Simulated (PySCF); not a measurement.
## Working out the ionisation energy of Se²⁺

Se²⁺ [Ar] 3d10 4s2 4p2 (3P) → Se³⁺ [Ar] 3d10 4s2 4p1 (2P). Calculation: PySCF 2.14, in aug-cc-pVDZ-PP with ECP10MDF (5s4p3d, 32 functions); scalar relativity through the core potential. Frozen: 3s2 3p6 3d10. Energies in hartree (1 hartree = 27.21139 eV):

| part | Se²⁺ (lower) | Se³⁺ (upper) |
| --- | --- | --- |
| UHF | -370.767694 | -369.629406 |
| CCSD correlation | -0.060523 | -0.049733 |
| (T) | -0.000598 | -0.000367 |

Problem. What does Hartree-Fock give?

Solution. (-369.629406) − (-370.767694) = 1.138288 hartree = 30.974 eV.

Problem. What do CCSD and CCSD(T) give?

Solution. The CCSD correlation energies differ by 0.010790 hartree = 0.294 eV and the triples by 0.000231 hartree = 0.006 eV, so CCSD gives 31.268 eV and CCSD(T) 31.274 eV.

Reference: 31.697 ± 0.019 eV (measured; NIST Atomic Spectra Database, ionization energies), between the lowest levels; spin-orbit coupling is absent from the calculation.

A double-zeta basis recovers only part of the correlation energy.

What remains against the reference includes basis incompleteness, the frozen core and higher excitations.
